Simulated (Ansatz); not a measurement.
Ideal-gas functions of ClH5OSi2, SMILES `O[SiH2][SiH2]Cl` at 600 K and 1 bar, from an Ansatz frequency run at PBE0-D4/def2-TZVP.

Molar mass 112.66 g/mol, point group C1 (symmetry number 1), electronic degeneracy 1, moments of inertia 94.239, 268.739, 337.93 u Å². Harmonic wavenumbers (cm⁻¹, unscaled): 44, 94, 201, 278, 403, 413, 531, 559, 679, 714, 794, 824, 883, 919, 934, 956, 2198, 2224, 2236, 2242, 3898.

Use S(trans) = R[1.5 ln M + 2.5 ln T − 1.1517]; rotational temperatures θ = 24.2544 K / I; S(rot) = R[ln(√π/σ · √(T³/θAθBθC)) + 1.5]; for each mode x = 1.438777 ν̃/T, S = R[x/(eˣ − 1) − ln(1 − e⁻ˣ)] and H = RT x/(eˣ − 1); 1 cm⁻¹ = 0.0119627 kJ/mol; R = 8.31446 J/(mol·K).

Task: By hand: the entropy, in J/(mol·K).

Result: Translation 182.3. Rotation: θ = 0.2574, 0.0903, 0.0718 K, giving 123.6. Vibration, mode by mode: 27.02, 20.72, 14.46, 11.84, 8.91, 8.73, 6.85, 6.47, 5.12, 4.79, 4.11, 3.88, 3.47, 3.25, 3.16, 3.03, 0.27, 0.26, 0.25, 0.25, 0.01, in all 136.8. Electronic 0.0. Sum 442.7 J/(mol·K).

Task: By hand: H − E and G − E in kJ/mol, counted from the electronic energy.

Result: Zero-point energy ½ × 22024 × 0.0119627 = 131.7; thermal vibration 40.3; translation, rotation and pV give 4 RT = 20.0. H − E = 192.0 kJ/mol, and G − E = 192.0 − 600 × 442.7/1000 = -73.6 kJ/mol.

Vibration gives 31 % of the entropy, 47.7 J/(mol·K) of it from the modes under 150 cm⁻¹: soft modes count most, and the harmonic formula is weakest for them. The sum counts one conformer and one mirror image; others add a mixing term.
